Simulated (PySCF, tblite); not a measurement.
Isomers of C7H4F3N3, one GFN2-xTB conformer each. Single-point energies are computed at PBE0/pcSseg-1 (PySCF, gas phase, no added dispersion term), electronic only.

| SMILES | GFN2-xTB relative energy (kcal/mol) |
| --- | --- |
| C#Cc1nnnc(C(F)(F)F)c1C | 62.4 |
| FC(F)(F)c1cccc2cnnn12 | 0.0 |

Q: What does PBE0/pcSseg-1 give for the same structures?

A: 
```json
{"SMILES": "FC(F)(F)c1cccc2cnnn12", "PBE0/pcSseg-1 E (Eh)": "-732.05121", "PBE0/pcSseg-1 (kcal/mol)": "0.0", "GFN2-xTB (kcal/mol)": "0.0", "point group": "Cs"}
{"SMILES": "C#Cc1nnnc(C(F)(F)F)c1C", "PBE0/pcSseg-1 E (Eh)": "-731.94622", "PBE0/pcSseg-1 (kcal/mol)": "65.9", "GFN2-xTB (kcal/mol)": "62.4", "point group": "near Cs"}
```

Both levels put the same isomer lowest. As drawn, the higher has a C≡C bond, which the lower lacks.

Q: Which frontier levels, dipoles and rotational constants go with these structures?

A: 
```json
{"SMILES": "FC(F)(F)c1cccc2cnnn12", "HOMO (eV, PBE0/pcSseg-1)": "-7.10", "LUMO (eV)": "-2.16", "dipole (D)": "6.00", "A, B, C (MHz)": "1394, 751.4, 533.8"}
{"SMILES": "C#Cc1nnnc(C(F)(F)F)c1C", "HOMO (eV, PBE0/pcSseg-1)": "-7.59", "LUMO (eV)": "-2.76", "dipole (D)": "5.63", "A, B, C (MHz)": "1577, 578.6, 458.2"}
```

Q: What happens when harmonic zero-point energies from GFN2-xTB frequencies are added?

A: 
```csv
SMILES,ZPE (kcal/mol),electronic (kcal/mol),with ZPE (kcal/mol)
FC(F)(F)c1cccc2cnnn12,66.5,0.0,0.0
C#Cc1nnnc(C(F)(F)F)c1C,63.1,65.9,62.5
```

The zero-point energies span 3.4 kcal/mol. The order is unchanged.
